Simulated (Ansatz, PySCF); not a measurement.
System: MgCl (charge 0, doublet). SMILES: [Mg][Cl]
Geometry: optimised at B3LYP-D3(BJ)/def2-TZVP (Ansatz, a program for electronic structure).

Quantity: vertical ionisation energy (to the singlet state of charge +1; each state is the SCF solution reached for its spin), in eV. Valence correlation only, unless marked. UHF or UKS for open shells. No spin-orbit coupling. Non-relativistic. CBS(X,Y): correlation extrapolated as X^-3; Hartree-Fock from the larger set.

```json
[
 {"level": "PBE/def2-TZVPD", "program": "Ansatz", "vertical ionisation energy (eV)": "7.85"},
 {"level": "r2SCAN/def2-TZVPD", "program": "Ansatz", "vertical ionisation energy (eV)": "7.87"},
 {"level": "B3LYP/def2-TZVPD", "program": "Ansatz", "vertical ionisation energy (eV)": "7.98"},
 {"level": "PBE0/def2-TZVPD", "program": "Ansatz", "vertical ionisation energy (eV)": "7.91"},
 {"level": "BHLYP/def2-TZVPD", "program": "Ansatz", "vertical ionisation energy (eV)": "7.92"},
 {"level": "CAM-B3LYP/def2-TZVPD", "program": "Ansatz", "vertical ionisation energy (eV)": "8.02"},
 {"level": "wB97X-V/def2-TZVPD", "program": "Ansatz", "vertical ionisation energy (eV)": "7.81"},
 {"level": "CCSD/def2-SVPD", "program": "Ansatz", "vertical ionisation energy (eV)": "7.72"},
 {"level": "CCSD/def2-TZVPPD", "program": "Ansatz", "vertical ionisation energy (eV)": "7.69"},
 {"level": "CCSD/def2-QZVPPD", "program": "Ansatz", "vertical ionisation energy (eV)": "7.69"},
 {"level": "CCSD/CBS(def2-TZVPPD,def2-QZVPPD)", "program": "Ansatz", "vertical ionisation energy (eV)": "7.70"},
 {"level": "CCSD(T)/def2-SVPD", "program": "Ansatz", "vertical ionisation energy (eV)": "7.71"},
 {"level": "CCSD(T)/def2-TZVPPD", "program": "Ansatz", "vertical ionisation energy (eV)": "7.68"},
 {"level": "CCSD(T)/def2-QZVPPD", "program": "Ansatz", "vertical ionisation energy (eV)": "7.68"}
]
```

For comparison, minus the highest occupied orbital energy (PySCF): 7.91 eV at HF/def2-TZVPD, 6.53 eV at M06-2X/def2-TZVPD, 5.31 eV at TPSSh/def2-TZVPD.
